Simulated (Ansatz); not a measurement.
Reaction (formal exchange of groups at the Si–Ge bond): `[GeH3][SiH]1CS1` + `CC#N` → `N#C[SiH]1CS1` + `[CH3][GeH3]`

Computed with Ansatz on PBE0-D4/def2-TZVP structures; ΔE is electronic, products minus reactants. CBS: MP2 limit from def2 TZ/QZ plus the TZ coupled-cluster correction, frozen cores. This one scheme is used for every species. DFT in def2-TZVPP. B3LYP here is the variant with VWN-RPA as its local correlation; programs differ in this. For Ge outer-core shells are correlated without core-valence functions, which leaves a few kJ/mol of doubt a bond. Scalar relativity is left out up to krypton.

```json
{"level": "r2SCAN-D4", "ΔE (kJ/mol)": "2.7", "difference from CCSD(T)/CBS": "7.5"}
{"level": "PBE0-D4", "ΔE (kJ/mol)": "11.0", "difference from CCSD(T)/CBS": "15.8"}
{"level": "B3LYP-D4", "ΔE (kJ/mol)": "1.9", "difference from CCSD(T)/CBS": "6.7"}
{"level": "ωB97X-V", "ΔE (kJ/mol)": "0.1", "difference from CCSD(T)/CBS": "4.9"}
{"level": "ωB97M-V", "ΔE (kJ/mol)": "-3.7", "difference from CCSD(T)/CBS": "1.1"}
{"level": "B2PLYP", "ΔE (kJ/mol)": "-5.1", "difference from CCSD(T)/CBS": "-0.3"}
{"level": "r2SCAN", "ΔE (kJ/mol)": "2.5", "difference from CCSD(T)/CBS": "7.3"}
{"level": "PBE0", "ΔE (kJ/mol)": "10.0", "difference from CCSD(T)/CBS": "14.8"}
{"level": "B3LYP", "ΔE (kJ/mol)": "0.2", "difference from CCSD(T)/CBS": "5.0"}
{"level": "HF/def2-TZVPP", "ΔE (kJ/mol)": "-5.6", "difference from CCSD(T)/CBS": "-0.8"}
{"level": "MP2/def2-TZVPP", "ΔE (kJ/mol)": "-11.2", "difference from CCSD(T)/CBS": "-6.4"}
{"level": "SCS-MP2/def2-TZVPP", "ΔE (kJ/mol)": "-13.0", "difference from CCSD(T)/CBS": "-8.2"}
{"level": "CCSD/def2-TZVPP", "ΔE (kJ/mol)": "-6.3", "difference from CCSD(T)/CBS": "-1.5"}
{"level": "CCSD(T)/def2-TZVPP", "ΔE (kJ/mol)": "-6.9", "difference from CCSD(T)/CBS": "-2.1"}
{"level": "HF/def2-QZVPP", "ΔE (kJ/mol)": "-6.0", "difference from CCSD(T)/CBS": "-1.2"}
{"level": "CCSD/CBS(def2)", "ΔE (kJ/mol)": "-4.2", "difference from CCSD(T)/CBS": "0.6"}
{"level": "CCSD(T)/CBS", "ΔE (kJ/mol)": "-4.8", "difference from CCSD(T)/CBS": "0"}
```

Largest T1 diagnostic among the species: 0.014.
